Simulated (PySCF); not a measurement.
C₄H₁₀OSi, SMILES CCC(=O)[SiH2]C.

Geometry optimised at PBE0-D3(BJ)/def2-SVP. The geometry has at least one imaginary mode, so it is a saddle point at that level. The structure was generated by enumeration, and PubChem lists no compound with its InChIKey, so it may never have been made. Other conformers were not sampled.

The numbers are results of HF/def2-TZVP (PySCF), not measurements.

Gas-phase values at a fixed geometry.

Question: Estimate the frontier levels, gap, dipole moment and polarisability. (The exact figures need the calculation; the answer reports its results.)

Answer: 
The highest occupied level comes out as -10.26 eV. The lowest empty level is 3.20 eV, the orbital gap is 13.46 eV and the dipole moment is 2.17 D. The quadrupole, principal values (traceless, Buckingham form, about the centre of nuclear charge) comes out as -7.62, 1.63, 5.99 D·Å. The mean static polarisability comes out as 72.7 bohr³ (10.77 Å³) and the polarisability, principal values is 61.1, 73.7, 83.1 bohr³.
